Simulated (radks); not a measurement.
Problem. The germanium anion Ge4-, [Kr], held by a Watson sphere: a shell of charge +4 at radius R that stands for the Madelung well of a crystal (potential energy -4/R inside, -4/r outside, in hartree with lengths in bohr). All-electron calculation, scalar-relativistic Kohn-Sham, r2SCAN, spin-polarised, spherical densities, finite nucleus; meta-GGA in the generalised Kohn-Sham scheme; Fermi nuclear charge, rms radius of each element as measured or else 0.836 A^(1/3) + 0.57 fm. Program: a radial shooting solver on a logarithmic mesh with Libxc functionals.

| R (bohr) | e(3d) (eV) | e(4s) (eV) | e(4p) (eV) | <r> 4p (bohr) | sum of <r^2> (bohr^2) | X-ray form factor at sin(theta)/lambda = 0.3 1/angstrom |
|---|---|---|---|---|---|---|
| 2.13 | -30.744 | -16.755 | -7.997 | 2.479 | 63.59 | 21.737 |
| 2.35 | -29.540 | -15.726 | -7.544 | 2.595 | 68.29 | 21.750 |
| 2.46 | -29.093 | -15.248 | -7.315 | 2.654 | 70.75 | 21.766 |
| 3.03 | -27.764 | -13.169 | -6.185 | 2.967 | 84.55 | 21.892 |
| 3.38 | -27.404 | -12.195 | -5.572 | 3.162 | 93.78 | 21.964 |
| 3.9 | -27.135 | -11.097 | -4.794 | 3.457 | 108.6 | 22.032 |

Estimate the row for R = 4.8 bohr.

Solution. e(3d) (eV) -26.969; e(4s) (eV) -9.952; e(4p) (eV) -3.796; <r> 4p (bohr) 3.980; sum of <r^2> (bohr^2) 137.7; X-ray form factor at sin(theta)/lambda = 0.3 1/angstrom 22.068.
